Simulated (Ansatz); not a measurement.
These are Ansatz (an electronic-structure program) with frozen-core CCSD(T)/cc-pVQZ // B3LYP-D3(BJ)/def2-TZVP values and carry that method's errors.

Ansatz 0.2 input:
```yaml
crystal:
  periodic: [false, false, false]
  atoms:
    - { symbol: B, position_ang: [-1.589042, 0.211042, -0.049509] }
    - { symbol: Si, position_ang: [0.121004, -0.820248, 0.185944] }
    - { symbol: B, position_ang: [1.463535, 0.642295, 0.504848] }
    - { symbol: H, position_ang: [-2.266601, 0.493698, 0.887986] }
    - { symbol: H, position_ang: [-1.923065, 0.606808, -1.121737] }
    - { symbol: H, position_ang: [0.452641, -1.606765, -1.031138] }
    - { symbol: H, position_ang: [0.040277, -1.74233, 1.349386] }
    - { symbol: H, position_ang: [1.667402, 1.056138, 1.602609] }
    - { symbol: H, position_ang: [2.033859, 1.159363, -0.403582] }
basis:
  gaussian: { orbitals: cc-pVQZ }
correlation:
  method: ccsd_t
```

Output:

```
Functional definition: HF
2033 factors; integrals over basis functions are off by at most 8.8e-4 eV
mean field evaluation 1: about -9298.0016 eV, gradient 1.7e1 eV
mean field evaluation 2: about -9298.0018 eV, gradient 1.7e1 eV
mean field evaluation 4: about -9299.6170 eV, gradient 9.8e-1 eV
mean field evaluation 8: about -9299.6269 eV, gradient 8.4e-5 eV
mean field evaluation 16: about -9299.6249 eV, gradient 3.8e-1 eV
mean field -9299.62690019 eV, -341.7549850685 hartree, gradient 4.0e-6 eV, S^2 0.000000; 0 other end points of the search recorded, 0 dependent functions left out
7 core orbitals not correlated
reference -9299.62690019 eV, -341.7549850685 hartree; 8, 8 occupied and 334, 334 virtual orbitals, 2033 factors
second order -9.47835714 eV of doubles, -0.00000000 eV of singles
cycle   1  -10.43622989 eV  change   -9.6e-1 eV  update   7.8e-2
cycle   2  -10.82270301 eV  change   -3.9e-1 eV  update   2.7e-2
cycle   3  -10.86073815 eV  change   -3.8e-2 eV  update   1.2e-2
cycle   4  -10.85487536 eV  change    5.9e-3 eV  update   5.6e-3
cycle   5  -10.85375912 eV  change    1.1e-3 eV  update   2.6e-3
cycle   6  -10.85411469 eV  change   -3.6e-4 eV  update   9.9e-4
cycle   7  -10.85415374 eV  change   -3.9e-5 eV  update   2.8e-4
cycle   8  -10.85427103 eV  change   -1.2e-4 eV  update   1.1e-4
cycle   9  -10.85430192 eV  change   -3.1e-5 eV  update   4.0e-5
cycle  10  -10.85427380 eV  change    2.8e-5 eV  update   1.9e-5
cycle  11  -10.85427573 eV  change   -1.9e-6 eV  update   1.0e-5
perturbative correction -0.37191424 eV, -0.0136675962 hartree
Total energy: -9310.85309016 eV, -342.1675399406 hartree
```

Cost: very roughly 50 core-minutes.
